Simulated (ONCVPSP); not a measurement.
Ta: excitation energies, all-electron against ONCV

* Element: tantalum
* Generator: ONCVPSP 4.0.1
* Type: optimised norm-conserving Vanderbilt (ONCV)
* Functional: LDA (Perdew-Zunger)
* Relativity: scalar-relativistic
* Frozen core: [Kr] 4d10 4f14
* Valence charge: 13
* Reference configuration: 5s2 5p6 5d3 6s1 6p1
* Partial waves: 5s+6s: rc 1.45 bohr, ncon 4, nbas 9, qcut 7.3 1/bohr, 2 projectors; 5p+6p: rc 2.05 bohr, ncon 4, nbas 9, qcut 5.7 1/bohr, 2 projectors; 5d: rc 3.00 bohr, ncon 4, nbas 9, qcut 5.8 1/bohr, 2 projectors, debl 0.4 Ha; f scattering state at 0.13 Ha: rc 2.95 bohr, ncon 4, nbas 8, qcut 4.4 1/bohr, 2 projectors, debl 1.8 Ha
* Local potential: polynomial inside 1.20 bohr (lpopt 4, dvloc0 0 Ha)
* Core correction: none

Energies are relative to the spin-unpolarised reference configuration 5s2 5p6 5d3 6s1 6p1; without spin polarisation the order of configurations can differ from experiment.

```json
{"valence configuration": "5s2 5p6 5d3 6s2 6p0", "charge": "0", "ΔE all-electron (eV)": "-4.259", "error AE − PS (meV)": "+1.5"}
{"valence configuration": "5s2 5p6 5d3 6s0 6p0", "charge": "+2", "ΔE all-electron (eV)": "19.751", "error AE − PS (meV)": "-2.3"}
{"valence configuration": "5s1 5p6 5d3 6s2 6p0", "charge": "+1", "ΔE all-electron (eV)": "75.188", "error AE − PS (meV)": "-278"}
```

Problem. What are ΔE and the potential's error for 5s2 5p6 5d3 6s1 6p0?

Solution. ΔE = 4.442 eV all-electron; the error (AE − PS) is -1.3 meV.

Levels in the configuration 5s2 5p6 5d3 6s2 6p0:

| level | all-electron (eV) | pseudo (eV) |
| --- | --- | --- |
| 5s | -73.189 | -73.174 |
| 5p | -39.558 | -39.546 |
| 5d | -3.785 | -3.783 |
| 6s | -5.620 | -5.622 |
